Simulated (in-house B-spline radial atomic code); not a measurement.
Values are calculated unless marked as measured or tabulated.
## Two electrons in Si: a Gaussian well −V exp(−r²/w²) with V = 171 meV and w = 10.5 nm

For Si the NSM archive of the Ioffe Institute lists m_l = 0.98 m0, m_t = 0.19 m0 and ε = 11.7; the model takes one isotropic valley with the conductivity mass 3/(1/m_l + 2/m_t) = 0.26 m0, and so misses anisotropy and the other valleys. All triplets below are those of one valley; with several valleys two electrons can form a triplet in the 1s orbital itself, at an energy set by the valley splitting.

Effective-mass model with parabolic bands, a uniform dielectric constant, no image charges, no central-cell or spin-orbit terms. Two-electron levels come from full CI in B-splines with partial waves to l = 5 (up to 0.001 effective hartree above the limit).

Problem. What are the effective units, and what is the potential in them?

Solution. Ha* = 27211.386 meV × 0.26/11.7² = 51.68 meV and a* = 0.0529177 nm × 11.7/0.26 = 2.381 nm. V = 3.3 Ha* and w = 4.41 a*.

In these units the lowest s and p orbitals lie at -2.475322 and -1.960329, and their Coulomb and exchange integrals are J_ss = 0.575788, J_sp = 0.470195 and K_sp = 0.09191. Full CI gives -4.441278 for the ground singlet, -4.074903 for the sp triplet, -3.940033 for the sp singlet and -3.647248 for the lowest triplet of two s orbitals.

Problem. What does it cost to add the second electron, to first order and exactly?

Solution. To first order E = 2ε_s + J_ss = -4.374857, so the charging energy E(2) − 2E(1) is J_ss = 29.76 meV. CI gives -4.441278 − 2 × (-2.475322) = 0.509367, or 26.33 meV: relaxation and correlation lower it by 3.433 meV, 11.5 % of J_ss. The s² configuration of one-electron orbitals holds 95.0 % of the state, and the mean radius is 4.11 nm. The second electron is bound by ε_s − E = 101.6 meV, against 127.9 meV for the first.

Problem. How far above the singlet do the triplets lie?

Solution. To first order the sp triplet lies at ε_s + ε_p + J_sp − K_sp = -4.057370, which is 16.41 meV above 2ε_s + J_ss. CI gives -4.074903 − (-4.441278) = 0.366375, or 18.94 meV, 71 % of the orbital spacing of 26.62 meV. The ss triplet lies 41.04 meV up, so the lower of the two is the sp one, and its gap equals k_BT at 220 K. The sp singlet-triplet splitting is 6.971 meV, against 2K_sp = 9.501 meV.
